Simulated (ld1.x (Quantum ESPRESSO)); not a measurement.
# An all-electron radial function and its pseudo partner (iron (Fe))

Columns: radius, all-electron u(r) and pseudo u(r) of the 4p shell (level -10.74 eV) of iron in the configuration [Ar] 3d6 4s0.5 4p0; PBE, scalar-relativistic, PAW scheme, ld1.x (Quantum ESPRESSO) 7.5.

```tsv
r (bohr)	all-electron	pseudo
0.150	0.1516	0.0066
0.300	-0.0141	0.0261
0.450	-0.1946	0.0573
0.600	-0.2601	0.0987
0.750	-0.2276	0.1482
0.900	-0.1397	0.2032
1.050	-0.0285	0.2612
1.200	0.0864	0.3196
1.350	0.1949	0.3760
1.500	0.2920	0.4285
1.650	0.3754	0.4754
1.800	0.4448	0.5157
1.950	0.5007	0.5489
2.100	0.5438	0.5747
2.250	0.5751	0.5935
2.400	0.5962	0.6058
2.550	0.6080	0.6121
2.700	0.6120	0.6132
2.850	0.6092	0.6093
3.000	0.6008	0.6008
3.150	0.5878	0.5878
3.300	0.5711	0.5711
3.450	0.5514	0.5514
3.600	0.5295	0.5295
3.750	0.5060	0.5060
3.900	0.4814	0.4814
```

**Question.** How many radial nodes do the two functions have?

**Answer.** The all-electron 4p function has n − l − 1 = 2; the pseudo-wave has 0, since the states of the same l below it are removed with the core.

**Question.** At about which radius was the pseudo-wave matched?

**Answer.** 3.00 bohr, where the columns begin to agree (steps of 0.15 bohr).

**Question.** Is the pseudo-wave norm-conserving?

**Answer.** No, it belongs to a PAW set: the norm inside the radius is not constrained, and the difference is carried by the augmentation charge.
